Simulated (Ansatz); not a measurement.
Reaction (hydrogen abstraction from the In–H bond): `[NH2][InH2]` + `[SiH3]`• → `[NH2][InH]`• + SiH₄

Gas-phase electronic energies from Ansatz, PBE0-D4/def2-TZVP geometries. CCSD(T)/CBS adds triple-zeta CCSD(T) − MP2 to the extrapolated MP2 energy (def2 sets, frozen cores). This one scheme is used for every species. DFT in def2-TZVPP. No spin–orbit coupling; open shells (•) take unrestricted orbitals. Elements past krypton have def2 core potentials. For In outer-core shells are correlated without core-valence functions, which leaves a few kJ/mol of doubt a bond.

`[NH2][InH2]`:

```xyz
6

N     0.124    0.626   -0.841
In   -0.111   -0.565    0.757
H     0.988    1.076   -1.091
H    -0.609    0.854   -1.491
H    -1.687   -1.202    0.959
H     1.296   -0.788    1.706
```

`[SiH3]`•:

Z-matrix (Å, degrees):
```
Si
H 1 1.486
H 1 1.486 2 111.3
H 1 1.486 2 111.3 3 124.6
```

`[NH2][InH]`•:

Cartesian coordinates in Å:
```
N 0.488 0.446 -0.505
In -0.908 -0.945 0.012
H 1.001 0.938 0.213
H 1.074 0.313 -1.315
H -1.655 -0.752 1.594
```

SiH₄:

Z-matrix (Å, degrees):
```
Si
H 1 1.485
H 1 1.485 2 109.5
H 1 1.485 2 109.5 3 -120.0
H 1 1.485 2 109.5 3 120.0
```

| level | ΔE (kJ/mol) | difference from CCSD(T)/CBS |
| --- | --- | --- |
| PBE-D4 | -83.2 | -0.7 |
| BLYP-D4 | -92.8 | -10.3 |
| B97M-V | -74.0 | 8.5 |
| PBE0-D4 | -80.8 | 1.7 |
| CAM-B3LYP-D4 | -83.1 | -0.6 |
| PBE | -83.3 | -0.8 |
| revPBE | -84.7 | -2.2 |
| r2SCANh | -81.0 | 1.5 |
| CCSD(T)/def2-SVP | -83.4 | -0.9 |
| HF/def2-TZVPP | -83.4 | -0.9 |
| CCSD(T)/CBS | -82.5 | 0 |

Largest T1 diagnostic among the species: 0.019.

From BLYP to BHLYP (50 % exact exchange), in def2-TZVPP and without D4, ΔE moves by +4.5 kJ/mol. Leaving LDA and LC-ωPBE aside and taking each functional with its dispersion term where it has one, the values spread over 18.8 kJ/mol, from BLYP-D4 to B97M-V. LDA lies +4.1 kJ/mol from PBE without D4.
